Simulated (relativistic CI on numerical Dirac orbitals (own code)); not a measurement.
Pt³⁺ (5d7) in a crystal field

Calculated by Dirac-Coulomb-Breit CI, separate exchange-only KLI orbitals for each configuration, model QED, valence Slater integrals scaled by 0.85, one configuration in a parametric crystal field (own radial code).

Field parameters in Wybourne normalisation: D3d B²₀ = −7Dσ, B⁴₀ = −14Dq − 21Dτ, B⁴₃ = −14√(10/7) Dq; D4h B²₀ = −7Ds, B⁴₀ = 21(Dq − Dt), B⁴₄ = 21√(5/14) Dq; Oh B⁴₀ = 21Dq, B⁴₄ = √(5/14) B⁴₀; Td as Oh with Dq negative (B⁴₀ = 21Dq, B⁴₄ = √(5/14) B⁴₀). The field is a parameter set, without covalency.

S is read from ⟨S²⟩ = S(S + 1).

Powder χT (cm³ K mol⁻¹) by Van Vleck's formula, with temperature-independent terms:

```csv
Field,2 K,5 K,10 K,20 K,50 K,100 K,200 K,300 K
"D3d, 10Dq = 38950, Dσ = -490, Dτ = 60 cm⁻¹",0.185,0.194,0.208,0.236,0.32,0.431,0.532,0.569
"D3d, 10Dq = 42150, Dσ = 130, Dτ = -220 cm⁻¹",0.187,0.195,0.209,0.235,0.315,0.423,0.52,0.557
"D4h, 10Dq = 11250, Ds = 210, Dt = 1100 cm⁻¹",2.53,2.72,3.02,3.44,3.7,3.74,3.83,3.94
"D4h, 10Dq = 20900, Ds = -940, Dt = -140 cm⁻¹",0.806,0.806,0.807,0.809,0.815,0.825,0.845,0.865
"Oh, 10Dq = 11650 cm⁻¹",2.18,2.19,2.22,2.28,2.45,2.73,3.15,3.35
"Oh, 10Dq = 34950 cm⁻¹",0.605,0.606,0.606,0.607,0.61,0.615,0.625,0.635
"Td, 10Dq = -6000 cm⁻¹",3.79,3.79,3.79,3.8,3.81,3.83,3.88,3.93
"Td, 10Dq = -15700 cm⁻¹",2.98,2.98,2.98,2.98,2.99,3,3.01,3.03
```

(1) For D4h, 10Dq = 11250, Ds = 210, Dt = 1100 cm⁻¹: what effective moment follows at 300 K?

## Answers

(1) μ_eff = √(8χT) = 5.61 μB. The ground level has S = 1.42; the spin-only moment for S = 3/2 is 3.88 μB. The difference comes from the orbital moment, spin-orbit mixing of terms and temperature-independent paramagnetism, all larger in this ionic model than in covalent complexes.
